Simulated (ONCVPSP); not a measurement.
## Configuration tests for arsenic (ONCV)

ONCVPSP 4.0.1 input, shortened (lines: element, Z, core and valence counts, functional; n l f; lmax; l rc ep ncon nbas qcut; lloc lpopt rc5 dvloc0; l nproj debl; icmod fcfact rcfact), LDA (Perdew-Zunger), scalar-relativistic:

```
  As 33.00    5    3        3      upf
    1    0    2.00
    2    0    2.00
    2    1    6.00
    3    0    2.00
    3    1    6.00
    3    2   10.00
    4    0    1.00
    4    1    4.00
    3
    0    1.45    0.00    5   10    5.20
    1    1.60    0.00    3    7    5.90
    2    0.60    0.00    4    7   15.70
    3    1.75    0.28    4    8    6.40
    4    4    0.60    0.00
    0    3    2.30
    1    1    0.40
    2    2    1.30
    3    2    2.60
    3    4.00    1.20
```

In the d channel the program set the typed energies aside and used -1.563, 0.250 Ha.

Energies are relative to the spin-unpolarised reference configuration 3d10 4s1 4p4; without spin polarisation the order of configurations can differ from experiment.

```json
{"valence configuration": "3d10 4s2 4p2", "charge": "+1", "ΔE all-electron (eV)": "-0.157", "error AE − PS (meV)": "-2.7"}
{"valence configuration": "3d10 4s2 4p1", "charge": "+2", "ΔE all-electron (eV)": "18.005", "error AE − PS (meV)": "-4.7"}
{"valence configuration": "3d10 4s1 4p3", "charge": "+1", "ΔE all-electron (eV)": "10.004", "error AE − PS (meV)": "-1.7"}
```

(1) What are ΔE and the potential's error for 3d10 4s2 4p3?

Note: ghosts flagged at negative energy: s at -194.5 eV, p at -56.6 eV; GHOST(+) flagged for f at 58.8 eV. A true bound ghost makes a file unfit for plane-wave use.

## Answers

(1) ΔE = -9.483 eV all-electron; the error (AE − PS) is -0.8 meV.
